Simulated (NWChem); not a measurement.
System: H$_{2}$SeS$_{2}$; SMILES S[Se]S

```xyz
5

Se     0.0000     0.0000     0.7962
S      1.7874    -0.1063    -0.5440
H      1.9680     1.2216    -0.7375
S     -1.7874     0.1063    -0.5440
H     -1.9680    -1.2216    -0.7375
```
Atoms are numbered in this order, from 1.

Results from NWChem. Geometry: optimised at B3LYP/6-31G* (spherical d). B3LYP is NWChem's, with the RPA form of VWN correlation. Vzz is the largest principal value of the second derivative of the potential at the nucleus (NWChem prints the opposite sign); η is the asymmetry. Non-relativistic.

| level | Vzz Se1 (a.u.) | η Se1 | Vzz S4 (a.u.) | η S4 | relative time |
|---|---|---|---|---|---|
| B3LYP/cc-pVTZ | -7.352 | 0.34 | -2.572 | 0.66 | 20 |
| B3LYP/def2-SVP | -7.321 | 0.32 | -2.604 | 0.57 | 1 |
| PBE0/def2-SVP | -7.274 | 0.33 | -2.546 | 0.60 | 1 |
| PBE0/def2-TZVP | -7.382 | 0.36 | -2.750 | 0.66 | 4 |

The last column is a rough cost ratio, cheapest run = 1.
